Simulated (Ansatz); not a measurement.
Reaction (ligand exchange at a B–O bond): `OB(O)O` + `[SiH3][TeH]` → `OB(O)[Te][SiH3]` + H₂O

Computed with Ansatz on PBE0-D4/def2-TZVP structures; ΔE is electronic, products minus reactants. CBS: MP2 limit from def2 TZ/QZ plus the TZ coupled-cluster correction, frozen cores. This one scheme is used for every species. DFT in def2-TZVPP. def2 core potentials past Kr. For Te outer-core shells are correlated without core-valence functions, which leaves a few kJ/mol of doubt a bond. One conformer a species, not always the lowest.

`OB(O)O`:

Cartesian coordinates in Å:
```
O 0.374 -0.977 0.879
B 0.000 0.000 0.000
O -0.702 -0.326 -1.125
O 0.328 1.303 0.247
H 0.087 -1.848 0.597
H -0.906 0.443 -1.661
H 0.819 1.405 1.065
```

`[SiH3][TeH]`:

Cartesian coordinates in Å:
```
Si -0.082 -0.557 -0.324
Te -0.737 1.360 1.132
H 1.023 -1.343 0.279
H -1.302 -1.396 -0.422
H 0.323 -0.096 -1.675
H 0.774 2.032 1.009
```

`OB(O)[Te][SiH3]`:

Cartesian coordinates in Å:
```
O 1.164 -0.276 -1.186
B 1.016 -1.094 -0.116
O 1.749 -2.227 -0.016
Te -0.340 -0.747 1.577
Si -1.482 1.220 0.576
H 0.635 0.527 -1.152
H 2.353 -2.335 -0.759
H -1.726 2.246 1.619
H -0.599 1.820 -0.470
H -2.769 0.867 -0.074
```

H₂O:

```xyz
3

O    -0.142   -0.185   -0.312
H     0.628    0.387   -0.272
H    -0.485   -0.203    0.584
```

```
             level  ΔE (kJ/mol)
            PBE-D4         73.4
           PBE0-D4         80.2
               PBE         79.7
            r2SCAN         88.0
     HF/def2-TZVPP        120.6
CCSD(T)/def2-TZVPP         85.8
    MP2/def2-QZVPP         72.3
     MP2/CBS(def2)         69.5
```

Task: What does CCSD(T)/CBS give? (Estimate.)

Result: Computed: +79.1 kJ/mol. The listed levels differ from it by -5.7, 1.1, 0.6, 8.9, 41.5, 6.7, -6.8, -9.6 kJ/mol.

Largest T1 diagnostic among the species: 0.012.

The D4 term adds −10.5 kJ/mol with B3LYP and −5.8 kJ/mol with PBE0; it sums over pairs of atoms, weighted by their polarisabilities, and B3LYP, whose exchange is more repulsive, gets the larger term. In def2-TZVPP, CCSD(T) changes the Hartree–Fock value by −34.8 kJ/mol (the triples alone add −6.9 kJ/mol) and MP2 by −44.4 kJ/mol.

B3LYP here is the variant with VWN-RPA as its local correlation; programs differ in this.
